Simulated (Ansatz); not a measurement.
One change: `B[SiH2]BO` becomes `BCBO`.

Ansatz, PBE0-D4/def2-TZVP geometries, multiplicity 1. Each molecule was computed in one conformer, which needn't be the lowest.

```
                                                                                  property  `B[SiH2]BO`
                                                         LUMO energy (PBE/def2-TZVPP) / eV        -3.44
                                                     HOMO–LUMO gap (B3LYP/def2-TZVPP) / eV         4.72
ideal-gas entropy at 298 K and 1 bar (rigid rotor, harmonic PBE0-D4/def2-TZVP) / J/(mol·K)          337
                                          size of the dipole moment (B3LYP/def2-TZVPP) / D         1.17
                                                        HOMO energy (PBE0/def2-TZVPP) / eV        -7.61
                                            size of the dipole moment (PBE/def2-TZVPP) / D         1.20
```

(1) Give the same properties after the change, and the shifts. (An estimate is asked.)

Results:

(1) Computed: 
```json
{"property": "LUMO energy (PBE/def2-TZVPP) / eV", "`BCBO`": "-2.51", "shift": "0.93"}
{"property": "HOMO–LUMO gap (B3LYP/def2-TZVPP) / eV", "`BCBO`": "6.74", "shift": "2.02"}
{"property": "ideal-gas entropy at 298 K and 1 bar (rigid rotor, harmonic PBE0-D4/def2-TZVP) / J/(mol·K)", "`BCBO`": "307", "shift": "-30"}
{"property": "size of the dipole moment (B3LYP/def2-TZVPP) / D", "`BCBO`": "1.77", "shift": "0.60"}
{"property": "HOMO energy (PBE0/def2-TZVPP) / eV", "`BCBO`": "-8.69", "shift": "-1.08"}
{"property": "size of the dipole moment (PBE/def2-TZVPP) / D", "`BCBO`": "1.80", "shift": "0.60"}
```

With PBE0 the HOMO falls by 1.08 eV and the LUMO rises by 0.99 eV, so the gap widens by about 2.07 eV. PBE moves the HOMO by -0.85 eV and ωB97M-V by -1.29 eV. Dipoles are sizes alone; their direction can turn. Modes under 60 cm⁻¹, often nearly free rotors, make the harmonic entropy too high.

B3LYP here is the variant with VWN-RPA as its local correlation; programs differ in this.
